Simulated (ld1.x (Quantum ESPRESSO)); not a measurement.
# Transferability test, ultrasoft potential for Tb (Z = 65)

```
Element                 : Tb
Generator               : ld1.x (Quantum ESPRESSO) 7.5
Type                    : ultrasoft
Functional              : PBE
Relativity              : scalar-relativistic
Frozen core             : [Kr] 4d10
Valence charge          : 19
Reference configuration : 4f9 5s2 5p6 5d0 6s1 6p1
Partial waves           : 5s (bound): rcut 2.20, rcutus 2.50 bohr; 6s (bound): rcut 2.20, rcutus 2.50 bohr; 5p (bound): rcut 2.10, rcutus 2.75 bohr; 6p (bound): rcut 2.10, rcutus 2.75 bohr; 5d (bound, empty): rcut 3.70, rcutus 3.90 bohr; 5d channel at 2.1 Ry: rcut 3.70, rcutus 3.90 bohr; 4f (bound): rcut 0.90, rcutus 1.25 bohr; 4f channel at 1.85 Ry: rcut 0.90, rcutus 1.25 bohr
Local potential         : all-electron potential smoothed inside 3.25 bohr (lloc = -1)
Core correction         : none
Augmentation charge     : built from norm-conserving waves at rcut, not smoothed further
```

Energies are relative to the spin-unpolarised reference configuration 4f9 5s2 5p6 5d0 6s1 6p1; without spin polarisation the order of configurations can differ from experiment. Not all tests gave a result: 1 of 7 tests not solved or not reliable. Left out of the table: 4f8 5s2 5p6 5d1 6s1 6p0 (solver errors, printed error -2.3 eV).

Question: Give the all-electron excitation energy and the error of the potential for: 4f9 5s2 5p6 5d0 6s2 6p0; 4f9 5s2 5p6 5d0 6s1 6p0; 4f9 5s2 5p6 5d0 6s0 6p0; 4f8 5s2 5p6 5d0 6s0 6p0; 4f9 5s2 5p6 5d1 6s1 6p0; 4f9 5s2 5p6 5d0 6s1.5 6p0.

Answer:

| valence configuration | charge | ΔE all-electron (eV) | error AE − PS (meV) |
| --- | --- | --- | --- |
| 4f9 5s2 5p6 5d0 6s2 6p0 | 0 | -2.614 | -785 |
| 4f9 5s2 5p6 5d0 6s1 6p0 | +1 | 3.549 | -14 |
| 4f9 5s2 5p6 5d0 6s0 6p0 | +2 | 15.074 | +1727 |
| 4f8 5s2 5p6 5d0 6s0 6p0 | +3 | 40.376 | +682 |
| 4f9 5s2 5p6 5d1 6s1 6p0 | 0 | -0.140 | +608 |
| 4f9 5s2 5p6 5d0 6s1.5 6p0 | +0.5 | -0.162 | -494 |

Levels in the configuration 4f8 5s2 5p6 5d0 6s0 6p0:

| level | all-electron (eV) | pseudo (eV) |
| --- | --- | --- |
| 4f | -34.223 | -36.456 |
| 5s | -76.486 | -78.080 |
| 5p | -52.741 | -53.615 |

These tests converged, but a pseudo level misses the all-electron one widely, so the file describes the atom poorly there or has found another state: 4f9 5s2 5p6 5d0 6s2 6p0: 4f by 2.1 eV; 4f9 5s2 5p6 5d0 6s0 6p0: empty 6s by 2.5 eV; 4f9 5s2 5p6 5d0 6s1.5 6p0: 4f by 1.8 eV.

A Bessel basis up to 400 Ry misses an occupied level by 2.23 Ry, so cutoffs and ghosts were not judged. The potential misses its own reference levels by up to 1.5 eV, so it is not fit for use.
